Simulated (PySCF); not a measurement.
# Dipole moment and polarisability of `CC(C)(F)S(C)(=O)=O`

C4H9FO2S.
Numbering: `[CH3:1][C:2]([CH3:3])([F:4])[S:5]([CH3:6])(=[O:7])=[O:8]` (hydrogens: H9, H10, H11 on C1; H12, H13, H14 on C3; H15, H16, H17 on C6)

Geometry (GFN2-xTB, Å), atoms numbered from 1 in this order:
```xyz
17
C4H9FO2S angstrom
C     -0.8029    1.4145   -0.2477
C     -0.6322    0.0887    0.4516
C     -1.8227   -0.8345    0.3988
F     -0.2327    0.2846    1.7599
S      0.8070   -0.8185   -0.3173
C      2.2862    0.0572    0.2698
O      0.7031   -0.6595   -1.7434
O      0.8380   -2.1566    0.1985
H     -0.0125    2.1002    0.0497
H     -1.7630    1.8653   -0.0026
H     -0.7438    1.2446   -1.3198
H     -2.6670   -0.4085    0.9382
H     -2.0936   -0.9977   -0.6404
H     -1.5522   -1.7892    0.8450
H      3.1431   -0.5139   -0.0646
H      2.2940    1.0481   -0.1632
H      2.2442    0.0874    1.3506
```

Level: B3LYP/def2-SVPD (PySCF), static field, nuclei fixed, core orbitals frozen in the response. The polarisability tensor in these axes (au):

```
x   85.54 -0.90 -0.84
y   -0.90 75.91  0.07
z   -0.84  0.07 69.93
```

Task: What are the eigenvalues, a third of the trace, and Δα (Δα² = ½Σ(αi − αj)² over the three pairs)?

Result: Principal values 69.89, 75.83 and 85.67 au; mean 77.13 au = 11.43 Å³ = 12.72 × 10⁻⁴⁰ C²·m²/J; Δα = 13.81 au (18 % of the mean).

Task: What is the dipole moment, and where does it point?

Result: (-0.56, 3.45, 1.12) D, 3.67 D in size, pointing from the negative to the positive side. Measured along this direction, the outermost atoms are O8 at the negative end and H10 and H9 at the positive end.

Task: Find the Langevin capture rate constant for H3O+ (19.018 u) meeting this molecule (140.031 u), k = 2.342 × 10⁻⁹ cm³/s × √(α in Å³ / reduced mass in u).

Result: The reduced mass is 16.74 u, so k = 1.93 × 10⁻⁹ cm³/s. The formula leaves out the permanent dipole, which adds to the capture rate.

Task: Directions of the eigenvectors, and the extent of the frame along each?

Result: Largest value along (0.99, -0.09, -0.05), where the nuclei span 5.84 Å; middle along (0.09, 1.00, 0.00), 4.16 Å; least along (0.05, 0.00, 1.00), 3.45 Å. The response follows the extents in order.

Task: What depolarisation ratio follows for Rayleigh scattering of linearly polarised light, taking the static tensor?

Result: ρ = 3Δα²/(45ᾱ² + 4Δα²) = 571.8/(267693 + 762.4) = 0.00213.

The structure is a single GFN2-xTB conformer in the gas phase; no vibrational or solvent corrections.
